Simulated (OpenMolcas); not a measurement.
# S: effect of the level shift or regulariser

| Property | Result |
| --- | --- |
| Program | OpenMolcas |
| Basis | ANO-RCC [8s7p5d4f2g] |
| Scalar Hamiltonian | DKH2, point nucleus |
| Active space | 6 electrons in 8 orbitals (3s 3p 4s 4p) |
| State averaging | 2S+1 = 3 even, 3 roots; 2S+1 = 1 even, 6 roots; 2S+1 = 3 odd, 3 roots (0 in the spin-orbit step) |
| Spin-orbit coupling | RASSI with atomic mean-field integrals over the reference wave functions, term energies averaged over their components |

Methods on the same reference wave functions:
A. CASSCF
B. SS-CASPT2, IPEA 0.25 Eh, imaginary shift 0.1 Eh (closed shells correlated: 2s 2p)
C. SS-CASPT2, IPEA 0.25 Eh, real shift 0.2 Eh (closed shells correlated: 2s 2p)

Energies in cm-1 above 3s2 3p4 3P2, the measured ground level; measured values from NIST Handbook of Basic Atomic Spectroscopic Data.

| Level | A | B | C | Measured |
| --- | --- | --- | --- | --- |
| 3s2 3p4 3P2 | 0.0 | 0.0 | 0.0 | 0.0 |
| 3s2 3p4 3P1 | 358 | 359 | 359 | 396 |
| 3s2 3p4 3P0 | 521 | 523 | 523 | 574 |
| 3s2 3p4 1D2 | 11429 | 9470 | 9500 | 9239 |
| 3s2 3p4 1S0 | 20450 | 22390 | 22360 | 22180 |

Deviations, from unrounded energies. A percentage is the sum of absolute deviations over the sum of measured energies, with the sign that they share, or ± where signs differ.

```tsv
Against measurement	Levels	A	B	C
mean absolute deviation (cm-1)	4	1000	130	130
fine structure of the ground term (%)	2	-9.4	-9.0	-9.0
other terms of the ground configuration (%)	2	±12.5	+1.4	+1.4
```

B, C lie about equally close to measurement and A furthest from it. The largest miss of C in the table is 3s2 3p4 1D2, by +260 cm-1. The ranking rests on the paired levels alone, and a cruder setting can come out closer through cancelling errors.

Between B and C the level of the table that moves most is 3s2 3p4 1S0, by 33 cm-1 (lowest in C, highest in B). Moves below CASPT2's spread within the term are not significant.

The two smallest mean deviations differ by little beside CASPT2's spread within terms, so their order carries little weight.

From A to B the spin-free energies of the other terms of 3s2 3p4 shown, above 3P, scale by factors of 0.83 to 1.10.

The lowest spin-free term lies below A's lowest term by 0.280 hartree in B, 0.279 hartree in C.

CASPT2 breaks the degeneracy within a term, and the mean is taken; among the terms shown or strongly mixed into the levels shown the widest spread is 67 cm-1 (3s2 3p4 1D, B). Active for correlation alone: 4p 4s; no level in the range computed is led by a configuration that fills them, so any true level of that kind is missing. No level of 3s 3p5 was computed, though it lies in the active space. Without dynamic correlation excited terms often stand tens of per cent too high (terms of higher spin than the ground term too low), and those without a measured partner can miss by more than the paired ones (holds for A). Computed and measured levels are paired by configuration, term and J; levels that our copy of the source lacks, or whose pairing is in doubt (as where it misses far off the trend of its configuration), stay unpaired and out of the deviations. Only configurations of the active space appear.
